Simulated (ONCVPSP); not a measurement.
## Hg (Z = 80): excitation energies, all-electron against ONCV

ONCVPSP 4.0.1 input, shortened (lines: element, Z, core and valence counts, functional; n l f; lmax; l rc ep ncon nbas qcut; lloc lpopt rc5 dvloc0; l nproj debl; icmod fcfact rcfact), PBE, scalar-relativistic:

```
  Hg 80.00   13    1        4      upf
    1    0    2.00
    2    0    2.00
    2    1    6.00
    3    0    2.00
    3    1    6.00
    3    2   10.00
    4    0    2.00
    4    1    6.00
    4    2   10.00
    4    3   14.00
    5    0    2.00
    5    1    6.00
    5    2   10.00
    6    0    2.00
    1
    0    2.35    0.00    3    6    2.70
    1    2.20    0.46    3    7    3.80
    4    5    1.50    0.00
    0    1    1.70
    1    2    2.30
    3    3.00    1.35
```

Energies are relative to the spin-unpolarised reference configuration 6s2; without spin polarisation the order of configurations can differ from experiment.

| valence configuration | charge | ΔE all-electron (eV) | error AE − PS (meV) |
| --- | --- | --- | --- |
| 6s1 | +1 | 10.688 | -134 |
| 6s1.5 | +0.5 | 4.356 | -33 |
| 6s1 6p1 | 0 | 6.039 | -15 |
| 6s0 6p2 | 0 | 12.576 | -40 |

Note: ghosts flagged at negative energy: s at -96.8 eV; GHOST(+) flagged for p at 47.3 eV. A true bound ghost makes a file unfit for plane-wave use.
